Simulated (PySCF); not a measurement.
From results back to the method.

Compound: borazine, B₃H₆N₃.
Cartesian coordinates in Å at the PBE0-D3(BJ)/def2-SVP level; atoms count from 1:
```xyz
12
B3H6N3 angstrom
B      0.9904   -1.0500   -0.0865
N      1.3563    0.2901    0.2392
B      0.4023    1.3477    0.3258
N     -0.9644    1.0222    0.0764
B     -1.3925   -0.2988   -0.2510
N     -0.3917   -1.3129   -0.3240
H      1.8191   -1.9282   -0.1591
H      2.3306    0.4996    0.4102
H      0.7393    2.4768    0.5992
H     -1.6566    1.7571    0.1329
H     -2.5576   -0.5491   -0.4587
H     -0.6728   -2.2560   -0.5566
```

The closed-shell ground state was solved 6 times with PySCF (density fitting, gas phase), always in the pcSseg-2 basis (300 functions), with these functionals: B97-2, BHandHLYP, CAM-B3LYP, LC-wPBE, mPW1PW91 and wB97X-D.

```
row  total energy (Eh)  HOMO (eV)  LUMO (eV)
  P          -242.6815     -10.04       2.08
  Q          -242.5901     -10.95       2.44
  R          -242.6437      -9.54       1.32
  S          -242.6955      -8.20       0.28
  T          -242.6330      -9.31       1.28
  U          -242.6668      -7.90       0.30
```

Q: Which functional belongs to which row?

A: P = wB97X-D, Q = LC-wPBE, R = CAM-B3LYP, S = mPW1PW91, T = BHandHLYP, U = B97-2. By rising HOMO–LUMO gap: B97-2 (global hybrid, 21 % exact exchange) 8.20 eV; mPW1PW91 (global hybrid, 25 % exact exchange) 8.48 eV; BHandHLYP (global hybrid, 50 % exact exchange) 10.59 eV; CAM-B3LYP (range-separated hybrid) 10.86 eV; wB97X-D (range-separated hybrid) 12.12 eV; LC-wPBE (range-separated hybrid) 13.39 eV. Total energies of different functionals aren't bounds to one another; each is stationary for its own functional.

Note: wB97X-D ran without an empirical dispersion term, which enters the total energy and its gradient alone.
